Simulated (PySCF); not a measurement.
Cd(Me) (CH3Cd), SMILES [CH3][Cd] (connectivity only; charge and spin as stated), neutral, multiplicity 2.

Geometry: B3LYP-D3(BJ)/def2-TZVP. The spin state was assumed, not searched. The isomer is the one that the SMILES or the coordinates give; other isomers of the formula were not compared. The def2 effective core potentials stand for the cores of Cd; spin–orbit coupling is left out.

Computed with PySCF 2.14.0 with TDA-PBE0/def2-TZVPD.

Vertical excitations; the highest root listed may be one member of a degenerate set. Isolated molecule, no solvent.

| state | energy (eV) | λ (nm) | f | main pairs |
|---|---|---|---|---|
| root 1 | 3.14 | 395 | 0.068 | α HOMO→LUMO (degenerate set) |
| root 2 | 3.14 | 395 | 0.068 | α HOMO→LUMO+1 (degenerate set) |
| root 3 | 3.61 | 344 | 0.058 | α HOMO→LUMO+2 17 %, β HOMO→LUMO 76 % |
| root 4 | 4.77 | 260 | 0.363 | α HOMO→LUMO+2 82 %, β HOMO→LUMO 14 % |
| root 5 | 5.43 | 228 | 0.051 | α HOMO−1→LUMO, β HOMO→LUMO+1 (degenerate set) |
| root 6 | 5.43 | 228 | 0.051 | α HOMO−1→LUMO+1, β HOMO→LUMO+2 (degenerate set) |
| root 7 | 6.09 | 203 | 0.450 | α HOMO→LUMO+3 88 % |
| root 8 | 6.64 | 187 | 0.048 | α HOMO→LUMO+4, α HOMO−1→LUMO, β HOMO−2→LUMO, β HOMO→LUMO+1 (degenerate set) |
| root 9 | 6.64 | 187 | 0.048 | α HOMO→LUMO+5, α HOMO−1→LUMO+1, β HOMO−1→LUMO, β HOMO→LUMO+2 (degenerate set) |
| root 10 | 6.67 | 186 | 0.034 | α HOMO→LUMO+6 7 %, β HOMO→LUMO+3 87 % |
Unrestricted roots are not spin-pure.
